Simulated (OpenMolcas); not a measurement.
Computed levels of 3d⁴ in ions with 22 electrons, in cm-1 above ⁵D₀.

```json
{
 "Program": "OpenMolcas 26.06",
 "Method": "MS-CASPT2, IPEA 0.25 Eh, imaginary shift 0.1 Eh",
 "Basis": "ANO-RCC-VTZP",
 "Scalar Hamiltonian": "DKH2, point nucleus",
 "Spin-orbit coupling": "state interaction with AMFI integrals over the reference wave functions, term energies averaged over their components"
}
```

Active space for each ion: 4 electrons in 10 orbitals (3d 4d); closed shells correlated by CASPT2: 3s 3p.

| Level | Fe4+ | Co5+ | Cu7+ |
| --- | --- | --- | --- |
| ⁵D₁ | 155 | 222 | 397 |
| ⁵D₂ | 455 | 646 | 1139 |
| ⁵D₃ | 884 | 1246 | 2160 |
| ⁵D₄ | 1426 | 1996 | 3400 |
| ³P₀(1) | 24810 | 28570 | 33430 |
| ³H₄ | 25540 | 29710 | 35570 |
| ³P₁(1) | 25740 | 29900 | 35750 |
| ³H₅ | 25890 | 30220 | 36530 |
| ³H₆ | 26280 | 30770 | 37490 |

Q: Estimate ⁵D₄, ³P₀(1), ³H₄ for Ni6+ from its neighbours Co5+ and Cu7+.

A: ⁵D₄ is fine structure, which grows about as the fourth power of a screened charge, so the fourth roots are averaged: ((1996^0.25 + 3400^0.25) / 2)^4 = 2628. The calculation gives 2600, so the estimate is off by +1.1 %; the measured value is 2392 (Corliss and Sugar, J. Phys. Chem. Ref. Data 10, 197 (1981)).
³P₀(1) is another term, which grows about linearly with the charge: (28570 + 33430) / 2 = 31000. The calculation gives 30720, so the estimate is off by +0.9 %; the measured value is 30077 (Corliss and Sugar, J. Phys. Chem. Ref. Data 10, 197 (1981)).
³H₄ is another term, which grows about linearly with the charge: (29710 + 35570) / 2 = 32640. The calculation gives 32310, so the estimate is off by +1.0 %; the measured value is 31672 (Corliss and Sugar, J. Phys. Chem. Ref. Data 10, 197 (1981)).

Term energies are means over components that CASPT2 splits; among the terms shown or strongly mixed into the levels shown the widest spread is 300 cm-1 (3d⁴ ³H, Co5+). Active for correlation alone: 4d; no level in the range computed is led by a configuration that fills it, so any true level of that kind is missing. Measured partners are found by configuration, term and J. A level has none where our copy of the source lacks it or the pairing is in doubt (some pairs that miss far off the trend of their configuration count as doubtful), and it then counts in no deviation. Only configurations of the active space appear.

A number in round brackets counts repeated terms of one configuration in the order of the reference energies.
